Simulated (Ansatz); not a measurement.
C$_{2}$H$_{6}$OZn (`C[CH2][Zn][OH]`), relaxed with RKS PBE0-D4/def2-TZVP in the Gaussian-basis code of Ansatz from a PBE-D4/def2-SVP geometry. The force threshold is 0.005 eV/Å; the program also tests the step.

The species carries charge 0 and has multiplicity 1.

Start:

```xyz
10

C    -0.554   -1.334   -0.335
C     0.344   -0.506    0.594
Zn    0.461    1.385    0.166
O     0.691    3.138   -0.121
H    -0.211   -1.301   -1.390
H    -0.578   -2.406   -0.040
H    -1.606   -0.978   -0.328
H    -0.005   -0.587    1.647
H     1.382   -0.907    0.591
H     0.075    3.496   -0.785
```

(1) How much energy does the relaxation release, and in how many steps? (Estimate.)

(2) Which bonds change most? (Best estimate.)

(3) Give the relaxed structure. (Best estimate.)

## Answers

(1) Computed: 3.73 kJ/mol, in 34 steps, 9 of them rejected.

(2) Computed: C2–H8 from 1.112 to 1.095 Å; C1–H6 from 1.112 to 1.095 Å; C1–H5 from 1.110 to 1.093 Å; C2–H9 from 1.112 to 1.095 Å.

(3) Computed: 
```xyz
10

C    -0.542   -1.355   -0.334
C     0.327   -0.498    0.583
Zn    0.489    1.360    0.071
O     0.760    3.050   -0.423
H    -0.162   -1.373   -1.359
H    -0.584   -2.394    0.010
H    -1.571   -0.991   -0.380
H    -0.059   -0.525    1.607
H     1.342   -0.907    0.637
H     0.000    3.633   -0.412
```
